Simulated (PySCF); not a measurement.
Geometry (Å), atoms numbered from 1 in this order:
```xyz
12

B    -1.002    1.120    0.690
C    -0.836   -0.239    0.001
C     0.258   -1.211    0.488
C     0.538   -0.289   -0.586
C     1.362    0.222   -1.486
H    -1.903    1.869    0.390
H    -0.177    1.474    1.501
H    -1.632   -0.664   -0.621
H     0.116   -2.266    0.230
H     0.691   -1.035    1.479
H     1.045    1.022   -2.159
H     2.384   -0.155   -1.586
```

Method: GIAO PBE0/pcSseg-1 shieldings, geometry: PBE0-D3(BJ)/def2-SVP, in PySCF 2.14.0 with density-fitted response routines (one conformer, isolated molecule, no relativistic terms, fast rotation and ring inversion assumed for equivalent nuclei).

Chemical shifts δ = σref − σ; TMS for ¹³C and ¹H; BF3·OEt2 for ¹¹B, all at this level.

| atoms | nucleus | count | Hirshfeld charge | δ (ppm) |
| --- | --- | --- | --- | --- |
| H6/H7 | ¹H | 2 | -0.06 | 6.57 |
| H11 | ¹H | 1 | 0.05 | ? |
| C5 | ¹³C | 1 | -0.10 | 114.6 |
| H10 | ¹H | 1 | 0.06 | 1.78 |
| H9 | ¹H | 1 | 0.06 | 1.87 |
| B1 | ¹¹B | 1 | 0.13 | 75.9 |
| C3 | ¹³C | 1 | -0.08 | 19.1 |
| H8 | ¹H | 1 | 0.05 | 2.31 |
| C2 | ¹³C | 1 | -0.11 | 28.2 |
| C4 | ¹³C | 1 | 0.01 | ? |
| H12 | ¹H | 1 | 0.05 | ? |

Q: Estimate the values marked ?.

A: 
- C4: 141.3 ppm, fully substituted alkene carbon; as expected for a trigonal carbon in a double bond
- H12: 5.93 ppm, hydrogen on a terminal =CH2 carbon; olefinic region
- H11: 5.65 ppm, hydrogen on a terminal =CH2 carbon; olefinic region

Hydrogens on boron are broadened and split by ¹¹B (spin 3/2, 80 %) and 10B (spin 3). A carbon bonded to boron is broadened by the quadrupolar boron nucleus and is often missing from a measured spectrum. Shifts are as computed. Against solution values, carbons near 30 ppm lie about +2 ppm off and those near 130 ppm about +5 ppm. Of 1211 compounds with measured shifts, 218 miss one by over three times the rms of a fit or turn the order of signals round; such compounds aren't used in these exercises.
